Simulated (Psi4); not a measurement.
hydrogen selenide (H$_{2}$Se), singlet, geometry from GFN2-xTB; PBE/def2-SVP (Psi4).

Input for Psi4:
```
memory 2 GB

molecule {
0 1
  Se   -0.00212195    0.05573074   -0.00140146
  H    -0.99156528   -0.98670710    0.01758038
  H     1.06371165   -0.90813823    0.03006913
}

set basis def2-svp

energy('pbe')
print_variables()
```

Output, abridged:

```
   => Loading Basis Set <=

    Name: DEF2-SVP
    Role: ORBITAL
    Keyword: BASIS

         ---------------------------------------------------------
                                   SCF
               by Justin Turney, Rob Parrish, Andy Simmonett
                          and Daniel G. A. Smith
                              RKS Reference
         ---------------------------------------------------------

  ==> Geometry <==

    Molecular point group: cs
    Full point group: Cs

    Geometry (in Angstrom), charge = 0, multiplicity = 1:

       Center              X                  Y                   Z               Mass
    ------------   -----------------  -----------------  -----------------  -----------------
         SE           0.024686827305     0.000939678815     0.000000000000    79.916521800000
         H           -1.017900647029     0.990407425716     0.000000000000     1.007825032230
         H           -0.939666697876    -1.064920223200     0.000000000000     1.007825032230

  Running in cs symmetry.

  Rotational constants: A =      8.50279  B =      7.90770  C =      4.09723 [cm^-1]
  Rotational constants: A = 254907.11500  B = 237067.02269  C = 122831.80392 [MHz]
  Nuclear repulsion =   25.291911235842985

  Charge       = 0
  Multiplicity = 1
  Electrons    = 36
  Nalpha       = 18
  Nbeta        = 18

  ==> Algorithm <==

  SCF Algorithm Type is DF.
  DIIS enabled.
  MOM disabled.
  Fractional occupation disabled.
  Guess Type is SAD.
  Energy threshold   = 1.00e-06
  Density threshold  = 1.00e-06
  Integral threshold = 1.00e-12

  ==> Primary Basis <==

  Basis Set: DEF2-SVP
    Blend: DEF2-SVP
    Number of shells: 18
    Number of basis functions: 42
    Number of Cartesian functions: 45
    Spherical Harmonics?: true
    Max angular momentum: 2

  ==> DFT Potential <==

   => LibXC <=

    Version 7.1.2
    S. Lehtola, C. Steigemann, M. J. T. Oliveira, and M. A. L. Marques,  SoftwareX 7, 1–5 (2018) (10.1016/j.softx.2017.11.002)

   => Composite Functional: PBE <=

    PBE GGA Exchange-Correlation Functional

    J.P. Perdew et. al., Phys. Rev. Lett., 77(18), 3865-3868, 1996

    Deriv               =              1
    GGA                 =           TRUE
    Meta                =          FALSE

    Exchange Hybrid     =          FALSE
    MP2 Hybrid          =          FALSE

   => Exchange Functionals <=

    1.0000     XC_GGA_X_PBE

   => Correlation Functionals <=

    1.0000     XC_GGA_C_PBE

   => LibXC Density Thresholds  <==

    XC_GGA_C_PBE:  1.00E-12
    XC_GGA_X_PBE:  1.00E-15

   => Molecular Quadrature <=

    Radial Scheme          =       TREUTLER
    Pruning Scheme         =           NONE
    Nuclear Scheme         =       TREUTLER

    Blocking Scheme        =         OCTREE
    BS radius alpha        =              1
    Pruning alpha          =              1
    Radial Points          =             75
    Spherical Points       =            302
    Total Points           =          64558
    Total Blocks           =            548
    Max Points             =            256
    Max Functions          =             42
    Weights Tolerance      =       1.00E-15

   => Loading Basis Set <=

    Name: (DEF2-SVP AUX)
    Role: JKFIT
    Keyword: DF_BASIS_SCF

  ==> Integral Setup <==

  SCF_SUBTYPE=INCORE selected. In-core MEM_DF algorithm will be used.
  Using in-core AOs.

  ==> MemDFJK: Density-Fitted J/K Matrices <==

    J tasked:                   Yes
    K tasked:                    No
    wK tasked:                   No
    Algorithm:                 Core
    Schwarz Cutoff:           1E-12
    Mask sparsity (%):       0.0000
    Fitting Condition:        1E-10

   => Auxiliary Basis Set <=

  Basis Set: (DEF2-SVP AUX)
    Blend: DEF2-UNIVERSAL-JKFIT
    Number of shells: 72
    Number of basis functions: 302
    Number of Cartesian functions: 411
    Spherical Harmonics?: true
    Max angular momentum: 5

  Minimum eigenvalue in the overlap matrix is 2.7188741311E-02.
  Reciprocal condition number of the overlap matrix is 7.4834910066E-03.
    Using symmetric orthogonalization.

  ==> Pre-Iterations <==

  SCF Guess: Superposition of Atomic Densities via on-the-fly atomic UHF (no occupation information).

   -------------------------
    Irrep   Nso     Nmo
   -------------------------
     A'        30      30
     A"        12      12
   -------------------------
    Total      42      42
   -------------------------

  ==> Iterations <==

                           Total Energy        Delta E     RMS |[F,P]|

   @DF-RKS iter SAD: -2399.74412282699632   -2.39974e+03   0.00000e+00
   @DF-RKS iter   1: -2401.32293407661427   -1.57881e+00   6.21775e-02 ADIIS/DIIS
   @DF-RKS iter   2: -2400.92094206030742    4.01992e-01   8.25723e-02 ADIIS/DIIS
   @DF-RKS iter   3: -2402.07978938387259   -1.15885e+00   5.34295e-03 ADIIS/DIIS
   @DF-RKS iter   4: -2402.08362156233579   -3.83218e-03   1.15066e-03 ADIIS/DIIS
   @DF-RKS iter   5: -2402.08472604214649   -1.10448e-03   5.12246e-05 DIIS
   @DF-RKS iter   6: -2402.08472649580199   -4.53656e-07   4.96005e-06 DIIS
   @DF-RKS iter   7: -2402.08472650336535   -7.56336e-09   5.94499e-07 DIIS
  Energy and wave function converged.

  ==> Post-Iterations <==

   Electrons on quadrature grid:
      Ntotal   =   36.0000034321 ; deviation = 3.432e-06

    Orbital Energies [Eh]
    ---------------------

    Doubly Occupied:

       1Ap  -452.036221     2Ap   -57.380799     3Ap   -51.545699
       4Ap   -51.544535     1App  -51.541612     5Ap    -7.539110
       6Ap    -5.534359     7Ap    -5.530614     2App   -5.520290
       8Ap    -1.974378     9Ap    -1.973391     3App   -1.965262
       4App   -1.962469    10Ap    -1.960977    11Ap    -0.653800
      12Ap    -0.382448    13Ap    -0.316943     5App   -0.208244

    Virtual:

      14Ap    -0.013172    15Ap     0.009556    16Ap     0.269897
      17Ap     0.279899    18Ap     0.333065    19Ap     0.382348
       6App    0.413679     7App    0.421240     8App    0.489553
      20Ap     0.556600    21Ap     0.560536    22Ap     0.714367
      23Ap     0.858590    24Ap     1.360058     9App    1.424290
      10App    1.518268    25Ap     1.607766    26Ap     1.950318
      27Ap     1.963388    11App    2.983286    12App    2.989900
      28Ap     3.017753    29Ap     3.060738    30Ap     3.161012

    Final Occupation by Irrep:
             Ap   App
    DOCC [    13,    5 ]
    NA   [    13,    5 ]
    NB   [    13,    5 ]

  @DF-RKS Final Energy: -2402.08472650336535

   => Energetics <=

    Nuclear Repulsion Energy =             25.2919112358429850
    One-Electron Energy =               -3394.4896158248939173
    Two-Electron Energy =                1054.6248263255356505
    DFT Exchange-Correlation Energy =     -87.5118482398504511
    Empirical Dispersion Energy =           0.0000000000000000
    VV10 Nonlocal Energy =                  0.0000000000000000
    Total Energy =                      -2402.0847265033653457

Computation Completed

Properties will be evaluated at   0.000000,   0.000000,   0.000000 [a0]

Properties computed using the SCF density matrix

 Multipole Moments:

 ------------------------------------------------------------------------------------
     Multipole            Electronic (a.u.)      Nuclear  (a.u.)        Total (a.u.)
 ------------------------------------------------------------------------------------

 L = 1.  Multiply by 2.5417464519 to convert [e a0] to [Debye]
 Dipole X            :          1.7520767           -2.1131205           -0.3610438
 Dipole Y            :          0.0666910           -0.0804338           -0.0137428
 Dipole Z            :          0.0000000            0.0000000            0.0000000
 Magnitude           :                                                    0.3613052

 ------------------------------------------------------------------------------------

  Variable Map:
  ----------------------------------------------------------------------------
  "CURRENT ENERGY"              =>   -2402.084726503365
  "CURRENT REFERENCE ENERGY"    =>   -2402.084726503365
  "DD SOLVATION ENERGY"         =>       0.000000000000
  "DFT FUNCTIONAL TOTAL ENERGY" =>   -2402.084726503365
  "DFT TOTAL ENERGY"            =>   -2402.084726503365
  "DFT VV10 ENERGY"             =>       0.000000000000
  "DFT XC ENERGY"               =>     -87.511848239850
  "GRID ELECTRONS ALPHA"        =>      18.000001716071
  "GRID ELECTRONS BETA"         =>      18.000001716071
  "GRID ELECTRONS TOTAL"        =>      36.000003432142
  "NUCLEAR REPULSION ENERGY"    =>      25.291911235843
  "ONE-ELECTRON ENERGY"         =>   -3394.489615824894
  "PCM POLARIZATION ENERGY"     =>       0.000000000000
  "PE ENERGY"                   =>       0.000000000000
  "SCF ITERATION ENERGY"        =>   -2402.084726503365
  "SCF ITERATIONS"              =>       7.000000000000
  "SCF TOTAL ENERGY"            =>   -2402.084726503365
  "TWO-ELECTRON ENERGY"         =>    1054.624826325536
  "XC GRID RADIAL POINTS"       =>      75.000000000000
  "XC GRID SPHERICAL POINTS"    =>     302.000000000000
  "XC GRID TOTAL POINTS"        =>   64558.000000000000

  Array Variable Map:
  ----------------------------------------------------------------------------
  "CURRENT DIPOLE"              =>      -0.361043780340 ... 0.000000000000 1 by 3
  "SCF DIPOLE"                  =>      -0.361043780340 ... 0.000000000000 1 by 3
  "SCF TOTAL ENERGIES"          =>   -2399.744122826996 ... -2402.084726503365 1 by 8
```
